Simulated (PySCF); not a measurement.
Cu+ (copper, charge +1) across methods

[Ar] 3d9 4s1, high-spin 3D determinant (an excited configuration). Calculation: PySCF 2.14, in aug-cc-pVDZ-PP with ECP10MDF (5s5p4d2f, 54 functions); scalar relativity through the core potential.

```
 method  E (hartree)  mean ε 3d α (eV)  mean ε 3d β (eV)  mean ε 4s α (eV)  Σ⟨r²⟩ (bohr²)   ⟨S²⟩
    PBE    -196.8926           -19.624           -18.295           -14.192          22.82  2.000
 r2SCAN    -196.8004           -19.836           -18.392           -14.574          22.63  2.001
LC-wPBE    -196.9238           -24.845           -23.518           -17.454          22.73  2.000
   PBE0    -196.8487           -22.326           -20.911           -14.916          22.71  2.000
    LDA    -196.5127           -19.907           -18.498           -14.504          22.77  2.000
    UHF   -195.89669           -29.714           -27.974           -16.579          22.89  2.001
wB97M-V    -196.7430           -24.831           -23.526           -16.938          22.83  2.001
   BLYP    -196.8737           -19.524           -18.300           -14.180          22.82  2.000
 revPBE    -196.9482           -19.535           -18.216           -14.097          22.82  2.000
```

Energies and moments cover only the electrons outside the core potential.
